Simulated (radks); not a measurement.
Values are calculated unless marked as measured or tabulated.
All-electron atom: W4+ in [Xe] 4f14 5d1 6p1 (not the ground configuration). Code: a radial shooting solver on a logarithmic mesh with Libxc functionals. Model: non-relativistic Kohn-Sham, PBE, spin-polarised, spherical densities, point nucleus; open shells are filled with parallel spins first (spin-orbit coupling, left out, can overturn this in heavy ions); relativity is left out, which matters for an element this heavy.

Normalised radial functions P(r) = r R(r), r in bohr:

```
   r/bohr * 5p up, o 5d down, + 6p up (the largest magnitude, 1.05, reaches the edge; | marks zero, & curves that meet)
0.0007923                             &
0.0009223                             &
 0.001065                             &
  0.00124                             &
 0.001444                             &
 0.001681                             &
 0.001956                             &
 0.002278                             &
  0.00263                             &
 0.003062                             &
 0.003565                             &
  0.00415                             &
 0.004831                             &
 0.005624                             &*
 0.006496                             &*
 0.007562                             &*
 0.008803                             o&
  0.01025                             o&
  0.01193                             o+*
  0.01389                             o+*
  0.01604                             o+ *
  0.01867                             o + *
  0.02174                             o + *
  0.02531                             |o+  *
  0.02946                             |o +  *
  0.03403                             |o +  *
  0.03961                             | o+   *
  0.04611                             | o+   *
  0.05368                             |  &  *
   0.0625                             | + o*
  0.07276                             |+ * o
  0.08403                             &     o
  0.09782                          * +|      o
   0.1139                       *  +  |      o
   0.1326                    *    +   |      o
   0.1543                    *    +   |     o
   0.1797                     *   +   |   o
   0.2075                        *  + |o
   0.2416                          o  &
   0.2812                      o      |  +  *
   0.3274                   o         |    +      *
   0.3811                  o          |     +       *
   0.4402                   o         |    +       *
   0.5124                      o      |  +    *
   0.5965                           o+*
   0.6945                   *    +    |   o
   0.8085           *        +        |          o
   0.9412    *              +         |               o
    1.087  *                 +        |                   o
    1.265   *                   +     |                      o
    1.473       *                     +                      o
    1.715            *                |     +             o
    1.996                  *          |            +   o
    2.324                       *     |            o   +
    2.684                          *  |        o        +
    3.125                            *|    o           +
    3.638                            *|  o          +
    4.235                             *o       +
     4.93                             &    +
    5.739                             & +
    6.628                             &+
    7.717                             &
    8.983                             &
```

5p up: eigenvalue -87.761 eV, 3 radial nodes at r = 0.0840, 0.240, 0.593 bohr, <r> = 1.25 bohr, 90 % of the charge inside 1.81 bohr. 5d down (empty): eigenvalue -47.902 eV, 2 radial nodes at r = 0.213, 0.631 bohr, <r> = 1.59 bohr, 90 % of the charge inside 2.36 bohr. 6p up: eigenvalue -31.544 eV, 4 radial nodes at r = 0.0839, 0.238, 0.577, 1.48 bohr, <r> = 2.88 bohr, 90 % of the charge inside 4.06 bohr.
